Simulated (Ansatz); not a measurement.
Problem. Name a neutral molecule of Br, C, Cl and H with HOMO–LUMO gap (PBE0/def2-TZVPP) between 7.10 and 7.40 eV and HOMO energy (PBE0/def2-TZVPP) between -8.75 and -8.45 eV (Ansatz, PBE0-D4/def2-TZVP geometry).

Solution. `ClC(Cl)Br` (7.18 eV, -8.46 eV). Other molecules can fit too; these were computed, each in one conformer that needn't be the lowest.
